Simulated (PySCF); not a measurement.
Excitation energy of Mo by level of theory

Mo [Kr] 4d5 5s1 (7S) → Mo [Kr] 4d4 5s1 5p1 (high-spin determinant), as a difference of total energies. All numbers are calculated (PySCF 2.14, the spin-free X2C one-electron Hamiltonian (Gaussian nucleus), in x2c-QZVPPall (13s8p7d3f2g, 111 functions)). Correlated levels: valence: [Kr] frozen; valence and next inner shell: [Ar] 3d10 frozen. The calculations carry no spin-orbit coupling.

```csv
method,excitation energy (eV)
UHF,2.824
LDA,4.156
PBE,4.065
PBE0,3.900
r2SCAN,3.998
wB97X,3.644
BLYP,3.944
PW91,4.073
MP2 (valence),3.385
SCS-MP2 (valence),3.011
MP2 (valence and next inner shell),3.646
SCS-MP2 (valence and next inner shell),3.294
```

Task: How much does correlation contribute at MP2 (valence and next inner shell)?

Result: 3.646 − (2.824) = 0.822 eV, measured against UHF.

A first-order spin-orbit estimate (lowest level to lowest level, LS coupling) adds -0.178 eV.

The basis was made for the ground configuration and has no added diffuse functions, so the excitation energy can come out too high.

The determinant of the upper state mixes LS terms, which raises its energy above the lowest term, most at the Hartree-Fock and MP2 levels.
